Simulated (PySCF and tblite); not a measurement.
Values are calculated unless marked as measured or tabulated.
C6H8O2, numbered as in [CH2:1]=[CH:2][O:3][CH2:4][C:5](=[O:6])[CH:7]=[CH2:8].

Search: ETKDG and KDG, MMFF94s, GFN2-xTB, 200 starts; geometries at GFN2-xTB. Weights use PBE0-D3(BJ)/pcSseg-1 energies plus GFN2-xTB zero-point and thermal terms (plain harmonic). Symmetry numbers and mirror images are counted. Conformers within 2.5 kcal/mol (GFN2-xTB free energy) were kept, 8 at most. (PySCF 2.14, tblite 0.8.)

Torsions listed: C1–C2–O3–C4, C2–O3–C4–C5, O3–C4–C5–O6, O6–C5–C7–C8. Of a mirror pair one member is shown.

| conformer | shape | symmetry | E(GFN2) kcal/mol |
| --- | --- | --- | --- |
| 1 | -2°, 180°, 141°, 159° | C1 (pair) | 2.79 |
| 2 | -4°, 68°, -155°, 8° | C1 (pair) | 0.00 |
| 3 | 1°, -178°, -163°, 4° | C1 (pair) | 1.38 |
| 4 | -3°, 66°, -149°, -155° | C1 (pair) | 0.84 |
| 5 | 174°, -70°, 155°, -6° | C1 (pair) | 2.24 |
| 6 | -173°, 66°, -144°, -162° | C1 (pair) | 3.10 |

(1) Which of these conformers is the most populated at 298.15 K, and with what share?

(2) Give the DFT energies and free energies relative to the lowest, and all weights.

(3) How does its share change from 298.15 K to 800 K?

## Answers

(1) Conformer 3, about 59 %. The lead over the next is within the error of the method.

(2) 
```
conformer                     shape  E(DFT) kcal/mol  G(298.15 K) kcal/mol  weight %
        1     -2°, 180°, 141°, 159°             2.41                  2.45       0.9
        2       -4°, 68°, -155°, 8°             0.00                  0.38      31.4
        3      1°, -178°, -163°, 4°             0.53                  0.00      59.1
        4    -3°, 66°, -149°, -155°             1.27                  1.94       2.3
        5     174°, -70°, 155°, -6°             2.10                  1.37       5.9
        6  -173°, 66°, -144°, -162°             3.37                  2.91       0.4
```

(3) From 59 % to 45 %; the mixing entropy goes from 3.35 to 4.29 cal/(mol K).


Conformer gaps in pcSseg-1 on xTB geometries can be 2 kcal/mol off for S=O, P=O and other polar bonds.